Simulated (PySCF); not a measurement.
# Dipole moment and polarisability of `CO[SiH2]S[SiH2]SC`

Species: C2H10OS2Si2.
Atom-mapped SMILES: `[CH3:1][O:2][SiH2:3][S:4][SiH2:5][S:6][CH3:7]` (hydrogens: H8, H9, H10 on C1; H11, H12 on Si3; H13, H14 on Si5; H15, H16, H17 on C7)

Cartesian coordinates in Å at the GFN2-xTB level; atoms count from 1:
```xyz
17
C2H10OS2Si2 angstrom
C     -3.2018    1.4494    0.0769
O     -2.9426    0.1592   -0.4016
Si    -1.8034   -0.8996   -0.0023
S      0.0897    0.1216    0.0624
Si     1.4640   -1.5199    0.1721
S      3.3864   -0.7915    0.7377
C      3.4951    0.7806   -0.1806
H     -3.6927    1.4002    1.0511
H     -2.2759    2.0195    0.1713
H     -3.8624    1.9421   -0.6368
H     -1.9757   -1.4873    1.3207
H     -1.8517   -1.8168   -1.1200
H      1.5048   -2.1413   -1.1453
H      1.0812   -2.4420    1.2223
H      2.5722    1.3358   -0.0489
H      3.6744    0.5743   -1.2308
H      4.3314    1.3278    0.2408
```

Level: CAM-B3LYP/def2-SVPD (PySCF), static field, nuclei fixed, core orbitals frozen in the response. The polarisability tensor in these axes (au):

```
x   154.05  -1.55   3.55
y    -1.55 116.59  -2.62
z     3.55  -2.62  97.92
```

Problem. Give the principal values, the mean and the anisotropy Δα = √{½[(α1 − α2)² + (α2 − α3)² + (α1 − α3)²]}.

Solution. Principal values 97.36, 116.84 and 154.35 au; mean 122.85 au = 18.21 Å³ = 20.26 × 10⁻⁴⁰ C²·m²/J; Δα = 50.17 au (41 % of the mean).

Problem. What is the dipole moment, and where does it point?

Solution. (-0.89, 0.99, -0.20) D, 1.34 D in size, pointing from the negative to the positive side. Measured along this direction, the outermost atoms are S6 at the negative end and H10 at the positive end.

Problem. Give the principal axes and the span of the nuclei along them.

Solution. Largest value along (1.00, -0.05, 0.06), where the nuclei span 8.25 Å; middle along (0.05, 0.99, -0.13), 4.37 Å; least along (-0.06, 0.13, 0.99), 2.94 Å. The response follows the extents in order.

Problem. Traceless (Buckingham) quadrupole moment about the centre of nuclear charge: eigenvalues?

Solution. -11.16, 4.20, 6.96 D·Å. The values depend on the origin, since the dipole doesn't vanish. The electronic extent ⟨r²⟩ about the same centre is 2473 bohr², a root-mean-square distance of 2.77 Å for the 90 electrons.

Problem. Refractivity n − 1 of an ideal gas of it at 400 K and 1 atm, from the electronic α?

Solution. N = p/kT = 1.8347 × 10¹⁹ cm⁻³, so n − 1 = 2π × N × 18.21 × 10⁻²⁴ cm³ = 2099 × 10⁻⁶ at long wavelengths.

Problem. Sum over states: ᾱ = Σ f/ω², ω in Eh. What share falls to these 8 lowest TDDFT singlets (eV, f)? 5.40, 0.0092; 5.77, 0.0002; 5.92, 0.0114; 6.20, 0.0131; 6.53, 0.0055; 6.70, 0.0052; 6.97, 0.0012; 7.11, 0.0015.

Solution. They add up to 0.95 au, 0.8 % of the 122.85 au; the largest single term is 0.25 au, from the state at 6.20 eV. Terms in order: 0.23, 0.01, 0.24, 0.25, 0.10, 0.09, 0.02, 0.02 au. Higher excitations give the rest. The strengths listed sum to 0.047.

One conformer (not necessarily the lowest) at the GFN2-xTB geometry, without solvent, vibrations or thermal averaging.

The run behind these numbers computed excited states as well. Time: 2.0 min wall (with the writing of density and orbital grids); peak memory 1.2 GiB. Hardware: an Arm Neoverse N1 with one thread (shared host).
